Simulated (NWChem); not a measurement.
System: GaH$_{3}$; SMILES [GaH3]

Here is an NWChem input.

```
start job
memory heap 200 mb stack 900 mb global 1100 mb
geometry units angstroms noautosym nocenter noautoz
  Ga     0.000000     0.000000     0.000000
  H      1.117639     1.117639     0.000000
  H      0.409084    -1.526724     0.000000
  H     -1.526724     0.409084     0.000000
end
basis spherical
  * library aug-cc-pvdz
end
dft
  xc b3lyp
  iterations 150
end
property
  response 1 0.0
end
task dft property
```

Excerpt of the output:

```
             Northwest Computational Chemistry Package (NWChem) 7.3.0
             --------------------------------------------------------

                             Geometry "geometry" -> ""
                             -------------------------

 Output coordinates in angstroms (scale by  1.889725989 to convert to a.u.)

  No.       Tag          Charge          X              Y              Z
 ---- ---------------- ---------- -------------- -------------- --------------
    1 Ga                  31.0000     0.00000000     0.00000000     0.00000000
    2 H                    1.0000     1.11763900     1.11763900     0.00000000
    3 H                    1.0000     0.40908400    -1.52672400     0.00000000
    4 H                    1.0000    -1.52672400     0.40908400     0.00000000

 Effective nuclear repulsion energy (a.u.)      31.7162213638

                              NWChem Property Module
                              ----------------------

                                 NWChem DFT Module
                                 -----------------

 Summary of "ao basis" -> "ao basis" (spherical)
 ------------------------------------------------------------------------------
       Tag                 Description            Shells   Functions and Types
 ---------------- ------------------------------  ------  ---------------------
 Ga                       aug-cc-pvdz               14       36   6s5p3d
 H                        aug-cc-pvdz                5        9   3s2p

            General Information
            -------------------
          SCF calculation type: DFT
          Wavefunction type:  closed shell.
          No. of atoms     :     4
          No. of electrons :    34
           Alpha electrons :    17
            Beta electrons :    17
          Charge           :     0
          Spin multiplicity:     1
          Use of symmetry is: off; symmetry adaption is: off
          Maximum number of iterations: 150
          AO basis - number of functions:    63
                     number of shells:    29
          Convergence on energy requested:  1.00D-06
          Convergence on density requested:  1.00D-05
          Convergence on gradient requested:  5.00D-04

              XC Information
              --------------
                         B3LYP Method XC Potential
                     Hartree-Fock (Exact) Exchange  0.200
                        Slater Exchange Functional  0.800 local
                    Becke 1988 Exchange Functional  0.720 non-local
              Lee-Yang-Parr Correlation Functional  0.810
                  VWN I RPA Correlation Functional  0.190 local

             Grid Information
             ----------------
          Grid used for XC integration:  medium
          Radial quadrature: Mura-Knowles
          Angular quadrature: Lebedev.
          Tag              B.-S. Rad. Rad. Pts. Rad. Cut. Ang. Pts.
          ---              ---------- --------- --------- ---------
          Ga                  1.30      112          13.0       590
          H                   0.35       45          14.0       434
          Grid pruning is: on
          Number of quadrature shells:   247
          Spatial weights used:  Erf1

      Superposition of Atomic Density Guess
      -------------------------------------

 Sum of atomic energies:       -1924.69228223

      Non-variational initial energy
      ------------------------------

 Total energy =   -1924.780457
 1-e energy   =   -2748.055051
 2-e energy   =     791.558373
 HOMO         =      -0.352095
 LUMO         =      -0.028003

   convergence    iter        energy       DeltaE   RMS-Dens  Diis-err
 ---------------- ----- ----------------- --------- --------- ---------
 d= 0,ls=0.0,diis     1  -1926.6274723499 -1.96D+03  1.02D-02  8.57D-02
 d= 0,ls=0.0,diis     2  -1926.6410264433 -1.36D-02  1.72D-03  5.44D-03
 d= 0,ls=0.0,diis     3  -1926.6417877436 -7.61D-04  1.76D-04  2.43D-05
 d= 0,ls=0.0,diis     4  -1926.6417932458 -5.50D-06  1.98D-05  9.31D-07
 d= 0,ls=0.0,diis     5  -1926.6417934074 -1.62D-07  6.69D-06  1.02D-07

         Total DFT energy =    -1926.641793407354
      One electron energy =    -2747.492557357501
           Coulomb energy =      865.259679474644
    Exchange-Corr. energy =      -76.125136888327
 Nuclear repulsion energy =       31.716221363830

 Numeric. integr. density =       34.000040383688

                       DFT Final Molecular Orbital Analysis
                       ------------------------------------

 Vector   15  Occ=2.000000D+00  E=-4.590564D-01
              MO Center= -9.0D-08, -9.0D-08,  2.1D-11, r^2= 2.1D+00
   Bfn.  Coefficient  Atom+Function         Bfn.  Coefficient  Atom+Function
  ----- ------------  ---------------      ----- ------------  ---------------
     4      0.540661  1 Ga s                  5      0.281237  1 Ga s
    37      0.189450  2 H  s                 46      0.189450  3 H  s
    55      0.189450  4 H  s                 24      0.062906  1 Ga d  0
     3      0.042384  1 Ga s                 38      0.026109  2 H  s
    47      0.026110  3 H  s                 56      0.026110  4 H  s

 Vector   16  Occ=2.000000D+00  E=-3.080186D-01
              MO Center=  4.0D-01,  3.9D-01, -2.0D-10, r^2= 2.7D+00
   Bfn.  Coefficient  Atom+Function         Bfn.  Coefficient  Atom+Function
  ----- ------------  ---------------      ----- ------------  ---------------
    37      0.373617  2 H  s                 13      0.246981  1 Ga px
    14      0.247112  1 Ga py                46     -0.186894  3 H  s
    55     -0.186723  4 H  s                 16      0.157215  1 Ga px
    17      0.157298  1 Ga py                38      0.124326  2 H  s
    22     -0.108574  1 Ga d -2              39     -0.063763  2 H  s

 Vector   17  Occ=2.000000D+00  E=-3.080185D-01
              MO Center= -4.0D-01, -3.9D-01, -2.4D-10, r^2= 2.7D+00
   Bfn.  Coefficient  Atom+Function         Bfn.  Coefficient  Atom+Function
  ----- ------------  ---------------      ----- ------------  ---------------
    46      0.323513  3 H  s                 55     -0.323611  4 H  s
    13      0.247111  1 Ga px                14     -0.246981  1 Ga py
    16      0.157295  1 Ga px                17     -0.157212  1 Ga py
    26      0.108574  1 Ga d  2              47      0.107655  3 H  s
    56     -0.107688  4 H  s                 31     -0.060199  1 Ga d  2

 Vector   18  Occ=0.000000D+00  E=-7.991328D-02
              MO Center= -5.4D-07, -5.3D-07, -2.1D-09, r^2= 4.2D+00
   Bfn.  Coefficient  Atom+Function         Bfn.  Coefficient  Atom+Function
  ----- ------------  ---------------      ----- ------------  ---------------
    18      0.541370  1 Ga pz                15      0.448100  1 Ga pz
    21      0.117125  1 Ga pz                45      0.030764  2 H  pz
    54      0.030764  3 H  pz                63      0.030764  4 H  pz

 Vector   19  Occ=0.000000D+00  E=-1.129217D-03
              MO Center= -4.9D-04, -4.9D-04, -2.7D-08, r^2= 1.1D+01
   Bfn.  Coefficient  Atom+Function         Bfn.  Coefficient  Atom+Function
  ----- ------------  ---------------      ----- ------------  ---------------
     5      1.601790  1 Ga s                 39     -0.688203  2 H  s
    48     -0.689578  3 H  s                 57     -0.689578  4 H  s
     6      0.397870  1 Ga s                  4      0.371633  1 Ga s
    38     -0.359891  2 H  s                 47     -0.360194  3 H  s
    56     -0.360194  4 H  s                 37     -0.081272  2 H  s

 Vector   20  Occ=0.000000D+00  E= 1.600387D-02
              MO Center=  4.6D-01,  4.6D-01, -9.4D-09, r^2= 2.8D+01
   Bfn.  Coefficient  Atom+Function         Bfn.  Coefficient  Atom+Function
  ----- ------------  ---------------      ----- ------------  ---------------
    19      1.083722  1 Ga px                20     -1.083795  1 Ga py
    48     -1.005031  3 H  s                 57      1.004992  4 H  s
    16      0.264905  1 Ga px                17     -0.264923  1 Ga py
    47     -0.245678  3 H  s                 56      0.245668  4 H  s
    36     -0.071884  1 Ga d  2              46     -0.067024  3 H  s

     Multipole analysis of the density
     ---------------------------------

     L   x y z        total         alpha         beta         nuclear
     -   - - -        -----         -----         ----         -------
     0   0 0 0     -0.000000    -17.000000    -17.000000     34.000000

     1   1 0 0      0.000001      0.000001      0.000001     -0.000002
     1   0 1 0      0.000001      0.000001      0.000001     -0.000002
     1   0 0 1      0.000000      0.000000      0.000000      0.000000

     2   2 0 0    -16.034577    -14.708307    -14.708307     13.382038
     2   1 1 0      0.000003      0.000001      0.000001      0.000001
     2   1 0 1      0.000000      0.000000      0.000000      0.000000
     2   0 2 0    -16.034577    -14.708307    -14.708307     13.382038
     2   0 1 1      0.000000      0.000000      0.000000      0.000000
     2   0 0 2    -12.010872     -6.005436     -6.005436      0.000000

 *** CALLING NEW AORESP DRIVER FOR CLOSED AND OPEN SHELLS ***
 Entering AOResponse driver routine

--------------------------------------------------------------------------------

          -----------------------------------------------
          Solving response equations for perturbing field
          -----------------------------------------------

 number of frequencies:     1
 frequency in a.u.:  0.0000000E+00
 Perturbing field: electric
 Using El. Dipole Length Gauge

 Setting up CPKS with frequency omega =      0.00000000 a.u.

 STATIC response

                                NWChem CPHF Module
                                ------------------

  scftype          =     RHF
  nclosed          =       17
  nopen            =        0
  variables        =      782
  # of vectors     =        3
  tolerance        = 0.10D-03
  level shift      = 0.00D+00
  max iterations   =       50
  max subspace     =       30

 SCF residual:    4.7101927704116308E-005

Iterative solution of linear equations
  No. of variables      782
  No. of equations        3
  Maximum subspace       30
        Iterations       50
       Convergence  1.0D-04

   iter   nsub   residual    time
   ----  ------  --------  ---------
     1      3    2.23D+00      18.7
     2      6    2.61D-01      25.2
     3      9    9.65D-03      31.8
     4     12    1.35D-03      38.3
     5     15    6.83D-05      44.8

 Electric Dipole Response Matrix (nonzero elements):

              1        2        3
    1   37.8411  -0.0000  -0.0000
    2   -0.0000  37.8411   0.0000
    3   -0.0000   0.0000  26.1891

 ------------------------------------------
 average:        33.95713 + I       0.00000

 DFT Linear Response polarizability / au
 Frequency  =       0.0000000 / au
              X              Y              Z
 -----------------------------------------------
 X      37.8411295     -0.0000111     -0.0000000
 Y      -0.0000111     37.8411296      0.0000000
 Z      -0.0000000      0.0000000     26.1891456
 -----------------------------------------------
 Eigenvalues =      37.8411185     37.8411407     26.1891456
 Isotropic   =      33.9571349
 Anisotropic =      11.6519840
 -----------------------------------------------

 Magnetic Dipole Response Matrix (nonzero elements):

 Exiting AOResponse driver routine
```

Level: B3LYP/aug-cc-pVDZ. Coordinates come from a PBE-D3(BJ)/def2-SVP optimisation.
